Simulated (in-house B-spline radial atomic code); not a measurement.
## TDHF excitations of V⁵⁺

Method: TDHF. Computed with an all-electron radial atomic-structure program (B-spline basis): linear response of the closed shell [Ne] 3s2 3p6 with bare exchange (time-dependent Hartree-Fock); scalar-relativistic (spin-free one-electron X2C), finite nucleus, no spin-orbit coupling, no double excitations, S, P, D and F terms only. Only terms of natural parity with L up to 3 were computed.

Command:
```bash
python run_td.py task.json out
```
Settings (radii: box in bohr, nucleus in fm):
```
Z                        23
electrons                18
configuration            [Ne] 3s2 3p6
hamiltonian              x2c
method                   hf
box_radius               16.35
rms_radius               3.6002
intervals                71
```

Time taken, with all properties: 1 s on 1 thread of Intel(R) Xeon(R) Platinum 8375C CPU @ 2.90GHz (Ice Lake) (shared host).

The lowest states, in the order of their Tamm-Dancoff energies; the method's threshold (minus the highest occupied level) is 128.40 eV. Labels give the largest channel, * marks a mixed state, and oscillator strengths are full-response dipole values. Energies in eV:

| state | full response | Tamm-Dancoff | oscillator strength |
| --- | --- | --- | --- |
| 3p → 3d 3P | ? | ? | - |
| 3p → 3d 3F | ? | ? | - |
| 3p → 3d 1F | 43.09 | 43.20 | - |
| 3p → 3d 1P | 54.92 | 57.41 | 3.8 |
| 3p → 4s 3P | 68.18 | 68.21 | - |
| 3p → 4s 1P | 69.32 | 69.37 | 0.289 |
| 3s → 3d 3D | 73.35 | 73.45 | - |
| 3p → 4p 3S | 74.40 | 74.46 | - |
| 3p → 4p 3D | 76.44 | 76.46 | - |
| 3p → 4p 1D | 76.96 | 76.97 | - |

Problem. Where does 3p → 3d 3F lie?

Solution. At 38.83 eV in full response, 39.47 eV in Tamm-Dancoff.

Problem. Where does 3p → 3d 3P lie?

Solution. At 37.79 eV in full response, 37.98 eV in Tamm-Dancoff.

Problem. How large is the singlet-triplet splitting of 3p → 3d (F terms) in Tamm-Dancoff?

Solution. 3.73 eV, from the unrounded values.

Problem. What polarisabilities and dispersion coefficient does the method give?

Solution. Dipole 1.078 bohr³, quadrupole 1.109 bohr⁵, C6 1.954 hartree·bohr⁶ for two such species.
